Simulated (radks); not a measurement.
Ta4+, 69 electrons, occupied as [Xe] 4f14 5d1 (the NIST ground configuration). Calculated with a radial shooting solver on a logarithmic mesh with Libxc functionals: Dirac Kohn-Sham, PBE, spin-unpolarised, spherical densities, finite nucleus; open shells fill j = l - 1/2 first; Fermi nuclear charge, rms radius 5.3507 fm.

Spin-orbit splittings of the eigenvalues, e(l+1/2) - e(l-1/2), with zeta = 2 splitting/(2l+1) and mean radii in bohr:

shell  occ.  splitting (eV)  zeta (eV)  <r> j=l-1/2  <r> j=l+1/2
2p        6            1270      846.8      0.06487      0.07271
3p        6           273.5      182.3       0.1942       0.2088
3d       10           59.57      23.83       0.1829       0.1874
4p        6           62.94      41.96       0.4645       0.4976
4d       10           11.56      4.625       0.5165       0.5280
4f       14           1.991     0.5687       0.6296       0.6398
5p        6               ?          ?        1.198        1.291
5d        1          0.9412     0.3765        1.715        1.754
6p        0           1.705      1.137        2.862        3.018

Estimate the 5p splitting.

Answer. 9.145 eV (zeta = 6.097 eV).
